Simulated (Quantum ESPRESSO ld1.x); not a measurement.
Values are calculated unless marked as measured or tabulated.
Q: Nb IV, 38 electrons, occupied as [Ar] 3d10 4s2 4p5 4d2 4f1 (not the ground configuration). Code: ld1.x of Quantum ESPRESSO 7.5. Model: Dirac Kohn-Sham, LDA (Slater exchange, Perdew-Zunger correlation), spin-unpolarised, spherical densities, point nucleus; open shells fill j = l - 1/2 first. Some entries of the table are withheld. Estimate them.

| orbital | occ. | eigenvalue (eV) | <r> (bohr) |
|---|---|---|---|
| 1s1/2 | 2 | -18815.7 | 0.03613 |
| 2s1/2 | 2 | -2668.16 | 0.1579 |
| 2p1/2 | 2 | (1) | 0.1347 |
| 2p3/2 | 4 | (2) | 0.1392 |
| 3s1/2 | 2 | -479.007 | 0.4436 |
| 3p1/2 | 2 | (3) | 0.4388 |
| 3p3/2 | 4 | (4) | 0.4494 |
| 3d3/2 | 4 | (5) | 0.4305 |
| 3d5/2 | 6 | (6) | 0.4340 |
| 4s1/2 | 2 | -96.7908 | 1.131 |
| 4p1/2 | 2 | -73.6339 | 1.228 |
| 4p3/2 | 3 | -71.2895 | 1.254 |
| 4d3/2 | 2 | (7) | 1.610 |
| 4d5/2 | 0 | (8) | 1.620 |
| 5s1/2 | 0 | -29.0725 | 2.680 |
| 5p1/2 | 0 | -23.1609 | (9) |
| 5p3/2 | 0 | -22.7427 | (10) |
| 4f5/2 | 1 | -12.5560 | 3.551 |
| 4f7/2 | 0 | -12.5537 | 3.552 |

A: 
(1) 2p1/2 eigenvalue (eV): -2453.91
(2) 2p3/2 eigenvalue (eV): -2358.28
(3) 3p1/2 eigenvalue (eV): -398.275
(4) 3p3/2 eigenvalue (eV): -382.742
(5) 3d3/2 eigenvalue (eV): -239.617
(6) 3d5/2 eigenvalue (eV): -236.718
(7) 4d3/2 eigenvalue (eV): -36.8102
(8) 4d5/2 eigenvalue (eV): -36.5372
(9) 5p1/2 <r> (bohr): 3.048
(10) 5p3/2 <r> (bohr): 3.099
